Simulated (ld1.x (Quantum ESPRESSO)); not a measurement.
**What one change does to a pseudopotential (Ne (Z = 10), TM semilocal)**

* Element: neon (Ne)
* Generator: ld1.x (Quantum ESPRESSO) 7.5
* Type: norm-conserving Troullier–Martins (semilocal form)
* Functional: LDA (PZ)
* Relativity: scalar-relativistic
* Frozen core: [He]
* Valence charge: 8
* Reference configuration: 2s2 2p6
* Partial waves: 2s (bound): rc 0.60 bohr; 2p (bound): rc 0.90 bohr
* Local potential: the p channel
* Core correction: none

Change: wave 2p (bound): rc 0.90 bohr becomes 2p (bound): rc 1.40 bohr.

Cutoffs: the cutoffs (Ry, on a coarse ladder) from which the occupation-weighted sum of valence levels, in a spherical-Bessel basis at the reference potential, stays within 10 and 1 mRy of its value at 400 Ry; they do not see the model core or the augmentation charge, which bear on the density cutoff. Errors are all-electron minus pseudo energies relative to the spin-unpolarised reference configuration.

Task: Predict the effect on cutoff, ghosts and configuration errors.

Result: Of the 8 tests that both files solve, the error grows in 6 and shrinks in 2 by more than 15 % and 0.3 meV (median size 19.0 → 112.4 meV); neither file shows a bound ghost. A semilocal file is local in each channel, so a ghost entry of none says nothing of the separable form that plane-wave codes build from it.

| quantity | base | changed |
| --- | --- | --- |
| cutoff, loose | 230 Ry | 200 Ry |
| cutoff, tight | over 300 Ry | over 300 Ry |
| loose cutoff by channel (10 mRy a level) | s 120 Ry, p 140 Ry | s 120 Ry, p 70 Ry |
| bound ghosts | none | none |
| error for 2s2 2p5, meV [ΔE 22.65 eV] | -5.2 | -14 |
| error for 2s2 2p4, meV [ΔE 66.06 eV] | +0.3 | +103 |
| error for 2s2 2p3, meV [ΔE 133.58 eV] | +90 | +797 |
| error for 2s1 2p6, meV [ΔE 45.56 eV] | +0.3 | -137 |
| error for 2s2 2p5.5, meV [ΔE 8.96 eV] | -2.0 | -6.4 |
| error for 2s2 2p2, meV [ΔE 228.27 eV] | +430 | +2790 |
| error for 2s2 2p5 (spin-polarised), meV [ΔE 22.18 eV] | +33 | -6.1 |
| error for 2s2 2p4 (spin-polarised), meV [ΔE 63.80 eV] | +198 | +122 |
